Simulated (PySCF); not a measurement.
SMILES CCC[CH]OC(C)=O, doublet, GFN2-xTB optimised geometry.

```
19

C     -1.39     0.69     1.21
C     -0.82     1.42     0.00
C      0.72     1.42     0.00
C      1.27     0.06    -0.12
O      2.01    -0.43     0.89
C      2.47    -1.70     0.85
C      3.27    -2.02     2.08
O      2.25    -2.45    -0.07
H     -2.47     0.70     1.19
H     -1.05     1.16     2.13
H     -1.05    -0.35     1.21
H     -1.18     0.94    -0.92
H     -1.17     2.45     0.00
H      1.05     2.04    -0.84
H      1.09     1.87     0.92
H      1.06    -0.59    -0.96
H      3.40    -1.13     2.69
H      2.76    -2.79     2.65
H      4.25    -2.41     1.79
```

Density from unrestricted PBE0/def2-SVP (PySCF 2.14.0) at that geometry.

Minimum of the electron density along straight lines between bonded atoms, close to the bond critical point (lines longer than 1.1 times the sum of covalent radii, or with two minima, are not listed):

```tsv
bond	length / Å	ρ at the minimum / e bohr⁻³	∇²ρ there / e bohr⁻⁵	position (fraction from the first atom)
C1–C2	1.522	0.245	?	0.50
C2–C3	1.541	0.236	-0.52	0.50
C3–C4	1.475	0.267	-0.64	0.48
C4–O5	1.346	0.280	0.17	0.33
O5–C6	1.353	0.290	?	0.67
C6–C7	1.504	0.259	-0.63	0.52
C6–O8	1.210	?	0.27	0.33
C1–H9	1.087	0.276	-1.01	0.62
C1–H10	1.088	0.276	-1.00	0.62
C1–H11	1.088	0.276	-1.01	0.62
C2–H12	1.091	0.277	-1.00	0.62
C2–H13	1.092	0.276	-1.00	0.62
C3–H14	1.096	0.272	-0.97	0.62
C3–H15	1.091	0.276	-1.01	0.63
C4–H16	1.078	0.287	-1.13	0.65
C7–H17	1.085	0.279	-1.05	0.63
C7–H18	1.088	0.274	-1.01	0.63
C7–H19	1.088	0.275	-1.02	0.63
```

**Question.** Some entries are withheld; supply them.

**Answer.** 
- C1–C2, ∇²ρ there / e bohr⁻⁵: -0.56
- O5–C6, ∇²ρ there / e bohr⁻⁵: -0.30
- C6–O8, ρ at the minimum / e bohr⁻³: 0.414
